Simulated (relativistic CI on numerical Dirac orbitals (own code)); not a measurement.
I⁺: what numerical and physical settings do to a radial Dirac CI calculation

Reference input:

```
atom I  Z=53  charge=1  electrons=52
nucleus A=127  rms_radius_fm=4.7500
hamiltonian dirac-coulomb  breit=on  qed=on  c_scale=1
orbitals kli  potential=per-configuration
slater_scale 1
correlation none
mixing on
grid step=0.0125 r_max=100.6
scf mixing=0.4 start=green max_iterations=150 tolerance=2e-08 node_fill=0.05
configurations
  [Kr] 4d10 5s2 5p4
  [Kr] 4d10 5s2 5p3 5d
end
```

Computed lowest total energy -7106.42376 Ha, first excitation 6966.0 cm⁻¹, 23 SCF steps. Runs with settings changed; * marks those that are bad on purpose:

```
                                                         Changed        Outcome  Lowest level   ΔE (Ha)  First excitation (cm⁻¹)  SCF steps                                                                                      Message
SCF mixing 0.1, node fill of the KLI weights 0.2, Breit term off      converged      5p4 3P_2     -5.39                   7161.2         28                                                                                             
                        start potential bare, iteration limit 30      converged      5p4 3P_2  3.13e-09                   6966.0         34                                                                                             
                               grid step 0.008, Slater scale 1.2      converged      5p4 3P_2   -0.0044                   6830.6         23                                                                                             
    SCF tolerance 1e-10, QED terms off, start potential previous      converged      5p4 3P_2     -3.61                   6953.4         25                                                                                             
                                  end of the grid at 3.02 bohr *  not converged                                                          32  SCF of 1s2 2s2 2p6 3s2 3p6 3d10 4s2 4p6 4d10 5s2 5p4 stopped: an orbital could not be found
                                              SCF mixing 0.001 *      converged      5p4 3P_2  9.42e-10                   6966.0         41
```

With so few configurations and no correlation, terms lie too far apart (by 10 to 50 % near neutrality), their order can be wrong, and levels of other configurations are missing.
